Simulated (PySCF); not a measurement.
Two species compared at the same levels of theory.

First species: CH4F3P3Si.
SMILES: `FC(F)(F)p1[pH]p1[SiH3]`

Second species: C₇H₇FO.
SMILES with atom numbers: `[CH:1]#[C:2][C:3]1=[CH:4][O:5][CH2:6][CH2:7][C@H:8]1[F:9]` (hydrogens: H10 on C1; H11 on C4; H12, H13 on C6; H14, H15 on C7; H16 on C8)

Levels: CAM-B3LYP/def2-SVPD for HOMO energy, LUMO energy, HOMO–LUMO gap and static isotropic polarisability; TDDFT CAM-B3LYP/def2-SVPD for lowest singlet excitation; TDA CAM-B3LYP/def2-SVPD for lowest triplet excitation (Tamm–Dancoff). Geometries: GFN2-xTB. All species are isolated and taken at one optimised geometry, non-relativistic unless stated. Electronic properties by PySCF.

The conformers computed, where there is a choice (atom-mapped SMILES and torsion angles):
- `[F:1][C:2]([F:3])([F:4])[p:5]1[pH:6][p:7]1[SiH3:8]`: F1–C2–P5–P6 137°

The conformers of `C#CC1=COCC[C@H]1F` aren't listed.

Values for the first species:

| Property | Result |
| --- | --- |
| HOMO energy | -8.78 eV |
| LUMO energy | -0.08 eV |
| HOMO–LUMO gap | 8.70 eV |
| Lowest singlet excitation | 5.24 eV |
| Lowest triplet excitation (Tamm–Dancoff) | 4.50 eV |
| Static isotropic polarisability | 116.2 au |

Estimate the same properties for the second species, and the change in each.

```json
{"property": "HOMO energy", "first": "-8.78 eV", "second": "-7.84 eV", "second less first": "+0.94 eV"}
{"property": "LUMO energy", "first": "-0.08 eV", "second": "0.44 eV", "second less first": "+0.52 eV"}
{"property": "HOMO–LUMO gap", "first": "8.70 eV", "second": "8.28 eV", "second less first": "-0.42 eV"}
{"property": "lowest singlet excitation", "first": "5.24 eV", "second": "5.49 eV", "second less first": "+0.25 eV"}
{"property": "lowest triplet excitation (Tamm–Dancoff)", "first": "4.50 eV", "second": "3.48 eV", "second less first": "-1.02 eV"}
{"property": "static isotropic polarisability", "first": "116.2 au", "second": "84.8 au", "second less first": "-31.4 au"}
```

On the first: The polarisability is 17.22 Å³ as a volume (1 au = 0.148185 Å³), or 1.21 au for each of the 96 electrons. The principal polarisabilities are 97.6, 111.5 and 139.5 au; their mean is the isotropic value.

On the second: The polarisability is 12.57 Å³ as a volume (1 au = 0.148185 Å³), or 1.29 au for each of the 66 electrons. The vertical singlet–triplet gap S1 − T1 is 2.01 eV (TDDFT singlet less Tamm–Dancoff triplet; S1: HOMO→LUMO, weight 0.90; T1: HOMO→LUMO, weight 0.93).
